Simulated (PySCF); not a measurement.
## Name the molecule from its bond curve

A diatomic of charge 0 contains Cs. Its doublet curve at PW91 in a double-zeta basis (scalar-relativistic core potentials, PySCF), in eV from the separated fragments:

R (Å), E (eV) and a bar:
```
    3.761     -0.116 #########################
    3.936     -0.162 ##########
    4.111     -0.184 ##
    4.242     -0.190 
    4.373     -0.190 
    4.504     -0.185 ##
    4.679     -0.174 #####
    4.898     -0.156 ############
    5.160     -0.133 ####################
    5.510     -0.102 ##############################
```

The fit gives ωe = 64.8 cm⁻¹ and the rotational constant Bₑ = 0.04484 cm⁻¹.

Which atom is the partner?

The minimum lies at 4.301 Å, so the reduced mass is 16.8576 u Å² cm⁻¹/(Bₑ·Re²) = 20.32 u. With Cs at 132.91 u the partner weighs about 24.0 u: Mg. The molecule is CsMg.

Spin–orbit coupling is left out. The state was picked by a PBE0 search and need not be the measured ground state.
